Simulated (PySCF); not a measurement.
From computed data to an observable: entropy of an ideal gas

C₄H₄, SMILES C(=C)=C=C.

Geometry: PBE-D3(BJ)/def2-SVP.

PBE-D3(BJ)/def2-SVP (PySCF) gives the harmonic wavenumbers 215, 231, 343, 574, 745, 826, 829, 888, 958, 978, 1329, 1386, 1654, 2166, 3050, 3052, 3138, 3138 cm⁻¹ and the rotational temperatures 6.7834, 0.1878, 0.1828 K. The molar mass is 52.08 g/mol, the symmetry number 4, the spin multiplicity 1.

Work out the entropy at 298.15 K and 1 atm in the rigid-rotor, harmonic-oscillator model.


Translation (Sackur–Tetrode at 1 atm): S = R[1.5 ln M + 2.5 ln T − 1.16487] = 158.0 J/(mol K).
Rotation: q = (√π/σ) T^1.5/√(θA θB θC) = 4730, S = R[ln q + 3/2] = 82.8 J/(mol K).
Vibration: with u = 1.4388 ν/T, each mode gives R[u/(e^u − 1) − ln(1 − e^−u)]:
```csv
ν (cm⁻¹),modes,u,S (J/(mol K))
215,1,1.04,8.37
231,1,1.11,7.83
343,1,1.66,5.01
574,1,2.77,2.08
745,1,3.60,1.08
826,1,3.99,0.78
829,1,4.00,0.77
888,1,4.29,0.61
958,1,4.62,0.46
978,1,4.72,0.43
1329,1,6.41,0.10
1386,1,6.69,0.08
1654,1,7.98,0.03
```
The stiffer modes add less than 0.005 each. Sum 27.6 J/(mol K).
Spin: R ln 1 = 0.0 J/(mol K).
Total 268.5 J/(mol K); the program's own thermochemistry gives 268.5. Translation makes up 59 % and vibration 10 %. Anharmonicity, hindered rotation and orbital degeneracy are left out.
